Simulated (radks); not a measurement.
The numbers below are computed, except where a source is named.
All-electron atom: the zirconium ion Zr3+ in [Kr] 4d1. Code: a radial shooting solver on a logarithmic mesh with Libxc functionals. Model: Dirac Kohn-Sham, PBE, spin-unpolarised, spherical densities, point nucleus; open shells fill j = l - 1/2 first.

Spin-orbit splittings of the eigenvalues, e(l+1/2) - e(l-1/2), with zeta = 2 splitting/(2l+1) and mean radii in bohr:

| shell | occ. | splitting (eV) | zeta (eV) | <r> j=l-1/2 | <r> j=l+1/2 |
|---|---|---|---|---|---|
| 2p | 6 | 85.86 | 57.24 | 0.1387 | 0.1430 |
| 3p | 6 | 13.67 | 9.116 | 0.4549 | 0.4653 |
| 3d | 10 | 2.499 | 0.9995 | 0.4503 | 0.4538 |
| 4p | 6 | 1.841 | 1.227 | 1.322 | 1.350 |
| 4d | 1 | 0.1870 | 0.07479 | 1.829 | 1.841 |
